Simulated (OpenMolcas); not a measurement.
What dynamic correlation does to the levels of Ne IV

```yaml
Program: OpenMolcas
Basis: ANO-RCC-VQZP [5s4p3d2f1g]
Scalar_Hamiltonian: DKH2, point nucleus
Active_space: 5 electrons in 8 orbitals (2s 2p 3s 3p)
State_averaging: 2S+1 = 4 odd, 1 root; 2S+1 = 2 odd, 8 roots; 2S+1 = 4 even, 3 roots; 2S+1 = 2 even, 6 roots
Spin-orbit_coupling: RASSI with atomic mean-field integrals over the reference wave functions, term energies averaged over their components
```

Methods on the same reference wave functions:
A. CASSCF
B. SS-CASPT2, IPEA 0.25 Eh, imaginary shift 0.1 Eh (closed shells correlated: 1s)

Energies in cm-1 above 2s2 2p3 4S* 3/2, the measured ground level; measured values from Moore, Atomic Energy Levels, vol. I, NSRDS-NBS 35 (1971 reprint of NBS Circular 467, 1949).

```tsv
Level	A	B	Measured
2s2 2p3 4S* 3/2	0.0	0.0	0.0
2s2 2p3 2D* 3/2	45151	41900	
2s2 2p3 2D* 5/2	45197	41940	
2s2 2p3 2P* 1/2	61752	62900	
2s2 2p3 2P* 3/2	61794	62940	
2s 2p4 4P 5/2	184078	184300	183860
2s 2p4 4P 3/2	184614	184840	184477
2s 2p4 4P 1/2	184931	185150	184799
2s 2p4 2D 3/2	264872	255380	
2s 2p4 2D 5/2	264885	255390
```

Deviations, from unrounded energies. A percentage is the sum of absolute deviations over the sum of measured energies, with the sign that they share, or ± where signs differ.

| Against measurement | Levels | A | B |
| --- | --- | --- | --- |
| mean absolute deviation (cm-1) | 3 | 160 | 380 |
| other configurations (%) | 3 | +0.1 | +0.2 |

A lies closest to measurement on these levels. The largest miss of A in the table is 2s 2p4 4P 5/2, by +220 cm-1. The ranking rests on the paired levels alone, and a cruder setting can come out closer through cancelling errors.

From A to B the spin-free energies of the other terms of 2s2 2p3 shown, above 4S*, scale by factors of 0.93 to 1.02.

The lowest spin-free term lies below A's lowest term by 0.111 hartree in B.

CASPT2 breaks the degeneracy within a term, and the mean is taken; among the terms shown or strongly mixed into the levels shown the widest spread is 110 cm-1 (2s 2p4 2D, B). Active for correlation alone: 3p 3s; no level in the range computed is led by a configuration that fills them, so any true level of that kind is missing. Measured partners are found by configuration, term and J. A level has none where our copy of the source lacks it or the pairing is in doubt (some pairs that miss far off the trend of their configuration count as doubtful), and it then counts in no deviation. Levels of configurations outside the active space are missing. The table leaves out levels that lie high or whose names do not pair safely across all columns.

* marks odd parity.
